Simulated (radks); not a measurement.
The numbers below are computed, except where a source is named.
Problem. All-electron atom: S2+ in [Ne] 3s2 4s2 (not the ground configuration). Code: a radial shooting solver on a logarithmic mesh with Libxc functionals. Model: non-relativistic Kohn-Sham, PBE, spin-unpolarised, spherical densities, point nucleus. Some entries of the table are withheld. Estimate them.

orbital  occ.  eigenvalue (hartree)  r(max) (bohr)  <1/r> (bohr^-1)
1s          2             -89.69705            (1)              (2)
2s          2              -9.24302            (3)            3.054
2p          6              -7.26919         0.3256            2.964
3s          2                   (4)            (5)              (6)
4s          2              -0.58703          3.343           0.3813

Solution. 
(1) 1s r(max) (bohr): 0.06371
(2) 1s <1/r> (bohr^-1): 15.56
(3) 2s r(max) (bohr): 0.3895
(4) 3s eigenvalue (hartree): -1.80245
(5) 3s r(max) (bohr): 1.320
(6) 3s <1/r> (bohr^-1): 0.9282
